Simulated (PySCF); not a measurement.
Computed shifts of a molecule C6H6S2, PBE/pcSseg-1 (PySCF), GIAO, gas phase, atoms alike by connectivity averaged where their shifts nearly agree, in ppm (number of nuclei): ¹³C: 136.5 (2), 131.5 (2), 129.5 (2). ¹H: 7.13 (2), 6.91 (2), 3.55 (2). References: ³³S against H2S (σ = 706.5 ppm); ¹³C against TMS (σ = 182.0 ppm); ¹H against TMS (σ = 31.49 ppm), references at their B3LYP-D3(BJ)/def2-TZVP geometries, non-relativistic. Geometry: PBE0-D3(BJ)/def2-SVP. Other conformers were not sampled.

Problem. Identify the compound among the candidates.
A. Sc1ccc(S)cc1
B. C=Cc1ccsc1S
C. C=Cc1cscc1S
D. Sc1ccccc1S

Solution. A, Sc1ccc(S)cc1
